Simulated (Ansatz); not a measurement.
C4H7F3 (`CC(F)(CF)CF`) from Hartree–Fock to CCSD(T)

Cartesian coordinates in Å:
```
C 1.163 -0.253 0.846
C -0.086 -0.348 -0.001
F -0.486 -1.682 -0.024
C 0.210 0.066 -1.427
F -0.941 0.129 -2.182
C -1.238 0.463 0.558
F -1.403 0.208 1.901
H 1.968 -0.839 0.398
H 1.492 0.783 0.943
H 0.957 -0.644 1.841
H 0.880 -0.669 -1.881
H 0.683 1.053 -1.444
H -1.039 1.532 0.434
H -2.161 0.200 0.040
```

The species carries charge 0 and has multiplicity 1. The geometry is a stationary point of PBE0-D4/def2-TZVP. It is one conformer, not always the lowest. Frozen core, restricted reference, Ansatz 0.2.0.

| basis | HF (Eh) | MP2 corr. |
| --- | --- | --- |
| def2-SVP | -453.49983 | -1.10693 |
| def2-TZVPP | -454.04897 | -1.42619 |
| def2-QZVPP | -454.06888 | -1.54310 |

(1) Estimate the CCSD correlation energy and the (T) correction in each basis where they were run (hartree).

Results:

(1) 
```tsv
basis	CCSD corr.	(T)
def2-SVP	-1.16261	-0.02680
```
